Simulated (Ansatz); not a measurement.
## Nudged elastic band run: CH₇BNSSb

Input:

```yaml
crystal:
  periodic: [false, false, false]
  atoms:
    - { symbol: B, position_ang: [-0.311243, 2.186367, 0.695723] }
    - { symbol: S, position_ang: [-0.539625, 0.626988, 1.489996] }
    - { symbol: C, position_ang: [-0.231944, -0.63739, 0.200548] }
    - { symbol: "N", position_ang: [-1.035031, -0.405946, -0.96666] }
    - { symbol: Sb, position_ang: [1.89766, -0.589041, -0.383916] }
    - { symbol: H, position_ang: [0.020207, 2.264922, -0.458498] }
    - { symbol: H, position_ang: [-0.507111, 3.147434, 1.396264] }
    - { symbol: H, position_ang: [-0.414625, -1.587388, 0.737424] }
    - { symbol: H, position_ang: [-2.027733, -0.384883, -0.731298] }
    - { symbol: H, position_ang: [-0.895444, -1.143793, -1.65509] }
    - { symbol: H, position_ang: [2.379224, -1.483747, 1.002614] }
    - { symbol: H, position_ang: [1.742666, -2.048522, -1.293007] }
basis:
  gaussian: { orbitals: def2-SVP }
hamiltonian:
  xc: pbe0
  dispersion: d4
neb:
  order_check: false
  images: 5
  f_tol: 0.05
  max_iterations: 60
  initial_path: idpp
  final_atoms:
    - { symbol: B, position_ang: [-0.24389317, 2.1675094, 0.4891872] }
    - { symbol: S, position_ang: [-0.54087377, 0.79477242, 1.55195379] }
    - { symbol: C, position_ang: [-0.31507213, -0.72329232, 0.51333682] }
    - { symbol: "N", position_ang: [-0.8961067, -0.59962413, -0.78044496] }
    - { symbol: Sb, position_ang: [1.84784404, -1.14102632, 0.45259521] }
    - { symbol: H, position_ang: [0.04103113, 2.02026385, -0.6697531] }
    - { symbol: H, position_ang: [-0.35680169, 3.24525603, 1.01819681] }
    - { symbol: H, position_ang: [-0.74391044, -1.51092491, 1.16436413] }
    - { symbol: H, position_ang: [-1.91209459, -0.66931747, -0.75838202] }
    - { symbol: H, position_ang: [-0.52723951, -1.27417815, -1.44325354] }
    - { symbol: H, position_ang: [1.64971405, -2.39190287, -0.722171] }
    - { symbol: H, position_ang: [2.07440377, 0.02746546, -0.78152935] }
```

Launched with:

```bash
$ ansatz run input.yaml --threads 2 --pin off --max-ram 3072MiB --backend cpu --events-out ev --progress --plain --runs-dir out
```

Output, in part (warnings, iteration lines, the closing report on the highest movable image, with atoms numbered from 0):

```
NEB end point (image 0): max|allowed force component| = 1.308e-2 eV/Å (the criterion of neb.relax_end_points is 1.000e-2)
NEB end point (image 6): max|allowed force component| = 4.097e-3 eV/Å (the criterion of neb.relax_end_points is 1.000e-2)
NEB iter   1: max|band force component| = 5.477e-1 eV/Å  barrier→ = 0.1924 eV  barrier← = 0.1765 eV  Δτ_max = 0.2000 Å  (188 SCF iters)
NEB iter   2: max|band force component| = 8.372e-1 eV/Å  barrier→ = 0.1720 eV  barrier← = 0.1561 eV  Δτ_max = 0.1009 Å  (150 SCF iters)
NEB iter   3: max|band force component| = 1.502e-1 eV/Å  barrier→ = 0.0834 eV  barrier← = 0.0675 eV  CI = image 3  Δτ_max = 0.0451 Å  (150 SCF iters)
NEB iter   4: max|band force component| = 2.508e-1 eV/Å  barrier→ = 0.0801 eV  barrier← = 0.0642 eV  CI = image 3  Δτ_max = 0.0227 Å  (156 SCF iters)
NEB iter   5: max|band force component| = 5.855e-2 eV/Å  barrier→ = 0.0769 eV  barrier← = 0.0611 eV  CI = image 3  Δτ_max = 0.0319 Å  (150 SCF iters)
NEB iter   6: max|band force component| = 3.615e-2 eV/Å  barrier→ = 0.0761 eV  barrier← = 0.0603 eV  CI = image 3  Δτ_max = 0.0435 Å  (136 SCF iters)
NEB iter   7: max|band force component| = 3.615e-2 eV/Å  barrier→ = 0.0748 eV  barrier← = 0.0590 eV  CI = image 3  Δτ_max = 0.0421 Å  (31 SCF iters)
NEB iter   8: max|band force component| = 5.932e-2 eV/Å  barrier→ = 0.0736 eV  barrier← = 0.0578 eV  CI = image 3  Δτ_max = 0.0454 Å  (31 SCF iters)
NEB iter   9: max|band force component| = 3.458e-2 eV/Å  barrier→ = 0.0727 eV  barrier← = 0.0569 eV  CI = image 3  Δτ_max = 0.0454 Å  (253 SCF iters)
NEB iter  10: max|band force component| = 7.041e-2 eV/Å  barrier→ = 0.0723 eV  barrier← = 0.0564 eV  CI = image 3  Δτ_max = 0.0454 Å  (31 SCF iters)
NEB iter  11: max|band force component| = 1.524e-1 eV/Å  barrier→ = 0.0739 eV  barrier← = 0.0580 eV  CI = image 3  Δτ_max = 0.0227 Å  (149 SCF iters)
NEB iter  12: max|band force component| = 9.319e-2 eV/Å  barrier→ = 0.0729 eV  barrier← = 0.0570 eV  CI = image 3  Δτ_max = 0.0227 Å  (148 SCF iters)
NEB iter  13: max|band force component| = 3.421e-2 eV/Å  barrier→ = 0.0722 eV  barrier← = 0.0564 eV  CI = image 3  Δτ_max = 0.0000 Å  (272 SCF iters)
Total energy: -20676.37289251 eV, -759.8426888508 hartree
Atom 0 at    -0.462858     2.267036    -0.027931 Å, force    -0.004485     0.006990     0.002508 eV/Å
Atom 1 at    -0.723397     1.111223     1.277657 Å, force    -0.002799     0.000244     0.003516 eV/Å
Atom 2 at    -0.171666    -0.501553     0.591664 Å, force    -0.006121     0.008573    -0.006720 eV/Å
Atom 3 at    -0.961306    -0.849007    -0.554851 Å, force     0.008624     0.007865     0.005122 eV/Å
Atom 4 at     1.988012    -0.425274     0.077321 Å, force    -0.008386    -0.015137     0.004767 eV/Å
Atom 5 at     0.058174     1.934660    -1.062870 Å, force    -0.002523    -0.004472    -0.000081 eV/Å
Atom 6 at    -0.819857     3.397019     0.191304 Å, force     0.002778    -0.000882    -0.002419 eV/Å
Atom 7 at    -0.254735    -1.179286     1.463665 Å, force     0.003568     0.002281    -0.001375 eV/Å
Atom 8 at    -1.946594    -0.942719    -0.307022 Å, force    -0.000710    -0.003793    -0.000781 eV/Å
Atom 9 at    -0.649471    -1.725368    -0.966986 Å, force    -0.001781    -0.003955     0.000262 eV/Å
Atom 10 at     2.292918    -1.961293     0.796090 Å, force     0.007164    -0.001210    -0.000984 eV/Å
Atom 11 at     1.727782    -1.180437    -1.443940 Å, force     0.004670     0.003496    -0.003817 eV/Å
Dipole moment:    -0.046862    -0.474652     0.005321 e Å
```

The forces met the threshold. The band force fell under the threshold earlier too, but the program's further tests of the path sent the band on. A vibrational analysis at the climbing image gives one clearly imaginary mode, 131i cm⁻¹: a first-order saddle point.

Final band (atoms are numbered from 1 in the order of the input):

```json
{"image": "0", "path coordinate (Å)": "0.00", "energy (eV)": "0.000", "dihedral H8–C3–Sb5–H12 (°)": "59"}
{"image": "1", "path coordinate (Å)": "0.65", "energy (eV)": "0.018", "dihedral H8–C3–Sb5–H12 (°)": "77"}
{"image": "2", "path coordinate (Å)": "1.29", "energy (eV)": "0.056", "dihedral H8–C3–Sb5–H12 (°)": "96"}
{"image": "3", "path coordinate (Å)": "1.94", "energy (eV)": "0.072", "dihedral H8–C3–Sb5–H12 (°)": "115"}
{"image": "4", "path coordinate (Å)": "2.60", "energy (eV)": "0.057", "dihedral H8–C3–Sb5–H12 (°)": "135"}
{"image": "5", "path coordinate (Å)": "3.25", "energy (eV)": "0.030", "dihedral H8–C3–Sb5–H12 (°)": "153"}
{"image": "6", "path coordinate (Å)": "3.91", "energy (eV)": "0.016", "dihedral H8–C3–Sb5–H12 (°)": "171"}
```

Time of the run: 4.7 min on 2 threads of Arm Neoverse V1, on a shared host, peak memory 0.32 GiB.
